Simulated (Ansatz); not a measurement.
Reaction (formal exchange of groups at the Se–Si bond): `Cl[SiH2][SeH]` + `CBF` → `CB(F)[SeH]` + `[SiH3]Cl`

Gas-phase electronic energies from Ansatz, PBE0-D4/def2-TZVP geometries. CCSD(T)/CBS adds triple-zeta CCSD(T) − MP2 to the extrapolated MP2 energy (def2 sets, frozen cores). This one scheme is used for every species. Functionals use def2-TZVPP. B3LYP here is the variant with VWN-RPA as its local correlation; programs differ in this. HSE06 is defined as in plane-wave codes. For Se outer-core shells are correlated without core-valence functions, which leaves a few kJ/mol of doubt a bond. Scalar relativity is left out up to krypton. One conformer a species, not always the lowest.

`Cl[SiH2][SeH]`:

Z-matrix (Å, degrees):
```
Si
Se 1 2.271
Cl 1 2.048 2 106.0
H 1 1.481 2 111.7 3 -118.0
H 1 1.481 2 111.8 3 118.0
H 2 1.471 1 91.4 3 179.2
```

`CBF`:

Z-matrix (Å, degrees):
```
C
B 1 1.553
H 1 1.096 2 109.6
H 1 1.091 2 114.0 3 122.5
H 1 1.096 2 109.7 3 -114.9
F 2 1.327 1 120.6 3 -122.2
H 2 1.202 1 123.5 3 57.8
```

`CB(F)[SeH]`:

Cartesian coordinates in Å:
```
C -0.422 0.009 -0.831
B 0.756 -0.041 0.185
F 2.004 -0.129 -0.269
Se 0.607 0.008 2.129
H -0.406 -0.896 -1.448
H -1.408 0.100 -0.378
H -0.274 0.849 -1.519
H -0.857 0.099 2.131
```

`[SiH3]Cl`:

Z-matrix (Å, degrees):
```
Si
Cl 1 2.054
H 1 1.481 2 108.5
H 1 1.481 2 108.5 3 -120.0
H 1 1.481 2 108.5 3 120.0
```

Is it downhill or uphill in electronic energy at CCSD(T)/CBS, and by how much? (Estimate.)

The calculation gave: Downhill: ΔE = -0.10 eV.

What do these levels give: PBE-QIDH, r2SCAN, B3LYP, r2SCAN0, HSE06, BHLYP, MP2/def2-SVP, CCSD(T)/def2-SVP, HF/def2-TZVPP, CCSD/def2-TZVPP, CCSD(T)/def2-TZVPP, MP2/CBS(def2)? (Estimate.)

Ansatz gave: PBE-QIDH -0.11, r2SCAN -0.14, B3LYP -0.11, r2SCAN0 -0.12, HSE06 -0.11, BHLYP -0.09, MP2/def2-SVP -0.22, CCSD(T)/def2-SVP -0.24, HF/def2-TZVPP -0.07, CCSD/def2-TZVPP -0.14, CCSD(T)/def2-TZVPP -0.16, MP2/CBS(def2) -0.08 eV.

Largest T1 diagnostic among the species: 0.012.

At CCSD(T), def2-SVP lies −0.14 eV from the extrapolated value and def2-TZVPP −0.06 eV. From BLYP to BHLYP (50 % exact exchange), in def2-TZVPP and without D4, ΔE moves by +0.04 eV. In def2-TZVPP, CCSD(T) changes the Hartree–Fock value by −0.09 eV (the triples alone add −0.01 eV) and MP2 by −0.07 eV.
